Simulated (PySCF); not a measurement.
Coordinates in bohr (charge 0 multiplicity 3):
```
W     0.0000    0.0000    0.0000
F     3.4859   -0.1811   -0.6638
F    -0.1808    3.4859    0.6638
F    -3.4859    0.1811   -0.6638
F     0.1808   -3.4859    0.6638
```

Computed with UPBE/[W def2-SVP with ECP60, F def2-SVP], scalar-relativistic core potentials, density fitting, no spin–orbit coupling, PySCF.

This geometry of WF4 is a stationary point at this level.

(1) What is the point group?

(2) Is it a minimum?

(3) What are the dipole moment and the gap between the highest occupied and lowest empty levels of either spin?

(4) Give the atomic charges and bond orders.

(5) Give the ideal-gas entropy at 298.15 K and 1 bar by parts.

## Answers

(1) D2.

(2) Yes: all harmonic wavenumbers are real, though the softest, 57 cm⁻¹, leaves little margin.

(3) 0.00 D and 0.39 eV.

(4) 
| atom | Mulliken | Löwdin | polar tensor | spin (Mulliken) | Mayer order to W1 |
| --- | --- | --- | --- | --- | --- |
| W1 | 1.10 | 0.36 | 2.32 | 1.93 | – |
| F2,3,4,5 | -0.27 | -0.09 | -0.58 | 0.02 | 1.13 |

(5) translation 178.2, rotation 101.1, vibration 70.1, spin 9.1; total 358.5 J/(mol K).

This need not be the most stable arrangement of these atoms. With open d or f shells other occupations or spin states may lie lower. At this level a singlet minimum of D2d symmetry lies 50 kJ/mol below this structure. Spin–orbit coupling, left out here, can matter for elements this heavy.
